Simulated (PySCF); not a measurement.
C5H4ClF5O.
Cartesian coordinates in Å at the GFN2-xTB level; atoms count from 1:
```
atom  x, y, z in Å
F1     2.0225   -1.3408    0.7149
C2     2.0202   -0.0100    0.4630
F3     2.3466    0.0995   -0.8393
O4     0.8367    0.5675    0.7561
C5    -0.2898    0.2003    0.0001
C6    -0.4046    0.9689   -1.3154
F7     0.0112    0.2486   -2.3654
F8     0.2985    2.0978   -1.2992
F9    -1.6778    1.3012   -1.5863
C10   -0.8465   -1.2001    0.0386
C11   -1.5569   -0.1032    0.7658
Cl12  -1.4780   -0.0540    2.5088
H13    2.7983    0.4669    1.0772
H14   -0.3112   -1.9316    0.6251
H15   -1.2822   -1.5874   -0.8710
H16   -2.4946    0.2852    0.3927
```

Probes without a nucleus sit at each ring's centroid and 1 Å off its mean plane on both sides; NICS is minus the shielding there, NICSzz its component along the normal. Level: GIAO PBE0/pcSseg-1 (PySCF, non-relativistic, gas phase) on the GFN2-xTB geometry, one conformer.

Ring bond lengths (Å), with Mayer bond orders in brackets: C5–C10 1.508 (0.92), C10–C11 1.496 (0.91), C11–C5 1.511 (0.87).

Problem. What do the NICS probes read (ppm)?

Solution. 
```csv
ring,type,NICS(0),"NICS(1), two faces","NICS(1)zz, two faces",rms pucker (Å),"centre to ring atoms, mean (Å)"
C5–C10–C11,3-membered carbocycle; formal bonds all single,-38.6,-9.7 / -7.0,-23.4 / -13.5,0.00,0.87
```

Problem. What do they say, and how far can they be read as aromaticity?

Solution. 
- C5–C10–C11: mean NICS(1)zz -18.4 ppm, shielded. C5, C10, C11 have four or more neighbours; no verdict on aromaticity is drawn. The two faces differ by 9.9 ppm, so no symmetry operation interchanges them. NICS(0) lies 30 ppm below the mean NICS(1).

Problem. List the ring angles and the Hirshfeld charges of the ring atoms.

Solution. 
- C5–C10–C11: C5 59.4° (+0.036 e), C10 60.4° (-0.096 e), C11 60.2° (-0.021 e); sum 180.0° against 180° for a flat convex ring.

Problem. How shielded are the nuclei of the rings and their hydrogens (means over atoms taken as equivalent)?

Solution. 
```json
{"atoms": "C5", "environment": "sp3 carbon bound to oxygen", "σ isotropic (ppm)": "124.5", "principal values of the symmetric part, first atom (ppm)": "92.3, 100.1, 181.1"}
{"atoms": "C10", "environment": "three-membered-ring carbon", "σ isotropic (ppm)": "163.1", "principal values of the symmetric part, first atom (ppm)": "134.4, 163.6, 191.3"}
{"atoms": "C11", "environment": "sp3 C–Cl carbon", "σ isotropic (ppm)": "145.1", "principal values of the symmetric part, first atom (ppm)": "105.9, 131.2, 198.1"}
{"atoms": "H14", "environment": "methylene hydrogen", "σ isotropic (ppm)": "29.65", "principal values of the symmetric part, first atom (ppm)": "25.2, 27.4, 36.3"}
{"atoms": "H15", "environment": "methylene hydrogen", "σ isotropic (ppm)": "30.14", "principal values of the symmetric part, first atom (ppm)": "25.1, 27.1, 38.2"}
{"atoms": "H16", "environment": "methine hydrogen", "σ isotropic (ppm)": "28.07", "principal values of the symmetric part, first atom (ppm)": "20.1, 28.0, 36.1"}
```

Hardware: Arm Neoverse V1, one thread (shared host). Cost: 65 s of wall time (grids of density and orbitals included), 1.0 GiB resident at most. This is the whole shielding run at PBE0/pcSseg-1, SCF included.
